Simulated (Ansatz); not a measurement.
Na₃Cl₃⁻. Charge -1, multiplicity 2. Geometry PBE-D4/def2-SVPD; atoms count from 1.

```
atom    x (Å)    y (Å)    z (Å)
 Na1  -0.0645   1.0754  -0.9745
 Na2  -0.4534  -2.2088   2.8684
 Na3   1.5012   2.6253  -4.8369
 Cl4  -0.0630   2.8545  -2.7455
 Cl5  -0.6817  -3.7723   4.7629
 Cl6  -0.2386  -0.5742   0.9256
```

Another isomer (doublet) lies 0.28 eV lower at PBE0-D4/def2-TZVPD; other spin states weren't run for this one.

Question: Estimate the Mulliken populations from the PBE0/def2-TZVPD orbitals of Ansatz.

Answer: 
```csv
atom,charge (e),spin (α − β)
Na1,0.56,0.06
Na2,0.59,0.00
Na3,-0.03,0.94
Cl4,-0.76,0.00
Cl5,-0.81,0.00
Cl6,-0.55,0.00
```
Mulliken values and Mayer orders depend strongly on the basis. With diffuse functions, as here, like atoms can get unlike values, and bond orders can come out too low or too high.

Question: Where does the spin sit?

Answer: Summed by element: Na 1.00, Cl 0.00, of 1 unpaired in all. Largest on single atoms: Na3 0.94, Na1 0.06, Na2 0.00.

Question: And the Mayer bond orders between bonded heavy atoms (over 0.3)?

Answer: Na1–Cl6 0.30 (2.52 Å); Na2–Cl5 0.36 (2.47 Å).
